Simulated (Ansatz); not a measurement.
The first iterations of a band of CH$_{3}$O$_{2}$Si (7 atoms, charge 1, multiplicity 1).

Method: Ansatz, RKS B3LYP-D4/def2-SVP.

| Property | Result |
| --- | --- |
| movable images | 5 |
| climbing image | yes |
| spring | 5.0 eV/Å² |
| optimiser | quadratic models (default) |
| start path | IDPP |
| force threshold | 0.05 eV/Å |
| iteration limit | 60 |
| end points | relaxed |

First end point:

```xyz
7
Properties=species:S:1:pos:R:3
O -1.213 -0.202 3.177
Si -0.580 -0.035 1.808
C 0.558 0.239 -0.680
O 0.227 -0.748 -1.408
H 0.062 1.216 -0.772
H 1.523 0.145 -0.168
H -0.577 -0.616 -1.955
```

Last end point:

```xyz
7
Properties=species:S:1:pos:R:3
O -1.222 -0.195 3.173
Si -0.621 0.000 1.793
C 0.449 0.344 -0.715
O -0.251 -0.292 -1.563
H 0.198 1.405 -0.597
H 1.401 -0.055 -0.338
H 0.047 -1.207 -1.753
```

| iteration | highest image above the first end (eV) | largest band force component (eV/Å) |
| --- | --- | --- |
| 1 | 0.988 | 1.004 |
| 2 | 0.998 | 0.845 |
| 3 | 1.262 | 2.233 |
| 4 | 0.961 | 1.193 |
| 5 | 0.904 | 0.729 |
| 6 | 1.088 | 1.601 |
| 7 | 0.947 | 0.734 |
| 8 | 0.938 | 0.525 |
| 9 | 0.923 | 0.936 |
| 10 | 0.896 | 0.122 |
| 11 | 0.895 | 0.156 |
| 12 | 0.895 | 0.153 |
| 13 | 0.894 | 0.139 |

Q: Does the band converge within its limit, and where does its top end?

A: The forces met the threshold. It ended after 40 iterations with the highest image 0.619 eV above the first end. A vibrational analysis at the climbing image gives one clearly imaginary mode, 690i cm⁻¹: a first-order saddle point. Limits of this set-up: the dipole of an ion depends on the origin.

The run took 7.1 min on 1 thread of Arm Neoverse V1, with other jobs on the host, peak memory 0.14 GiB.
